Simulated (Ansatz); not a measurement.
Abridged output of a molecular run in Ansatz:

```
Functional definition: HF
1426 factors; integrals over basis functions are off by at most 1.0e-3 eV
mean field evaluation 1: about -78392.7562 eV, gradient 1.6e1 eV
mean field evaluation 2: about -78392.8425 eV, gradient 1.7e1 eV
mean field evaluation 4: about -78394.3061 eV, gradient 3.0e0 eV
mean field evaluation 8: about -78394.3416 eV, gradient 1.5e-1 eV
mean field -78394.34176817 eV, -2880.9389223869 hartree, gradient 2.1e-6 eV, S^2 0.000000; 0 other end points of the search recorded, 0 dependent functions left out
18 core orbitals not correlated: weight in the atoms' cores, before any rotation towards them, 1.000 or more for the frozen orbitals, at most 0.000 for the correlated occupied ones
reference -78394.34176817 eV, -2880.9389223869 hartree; 19, 19 occupied and 173, 173 virtual orbitals, 1426 factors
second order -18.85934970 eV of doubles, -0.00000000 eV of singles
cycle   1  -19.07679901 eV  change   -2.2e-1 eV  update   1.1e-1
cycle   2  -19.65265091 eV  change   -5.8e-1 eV  update   3.1e-2
cycle   3  -19.72375418 eV  change   -7.1e-2 eV  update   1.6e-2
cycle   4  -19.71060211 eV  change    1.3e-2 eV  update   4.7e-3
cycle   5  -19.70931255 eV  change    1.3e-3 eV  update   2.4e-3
cycle   6  -19.70946227 eV  change   -1.5e-4 eV  update   7.6e-4
cycle   7  -19.70918198 eV  change    2.8e-4 eV  update   3.2e-4
cycle   8  -19.70931802 eV  change   -1.4e-4 eV  update   1.2e-4
cycle   9  -19.70936059 eV  change   -4.3e-5 eV  update   4.1e-5
perturbative correction -0.66095701 eV, -0.0242897221 hartree
Total energy: -78414.71208577 eV, -2881.6875177513 hartree
```

Its atoms:

Cartesian coordinates in Å:
```
Si 1.011 -0.901 -1.015
In -0.270 0.869 0.326
Se -2.021 -0.057 1.875
H 0.547 -2.271 -0.671
H 2.469 -0.809 -0.733
H 0.810 -0.686 -2.475
H -0.128 2.582 0.338
H -2.419 1.272 2.356
```

(1) Which basis set was used?
A. def2-QZVPP
B. def2-TZVPPD
C. cc-pV(D+d)Z
D. def2-TZVPP

(2) Write the keys of the input that set method, charge and spin (a neutral closed shell needs none for the last two).

Results:

(1) D. It gives 210 functions.

(2) 
```yaml
correlation: {method: ccsd_t}
```
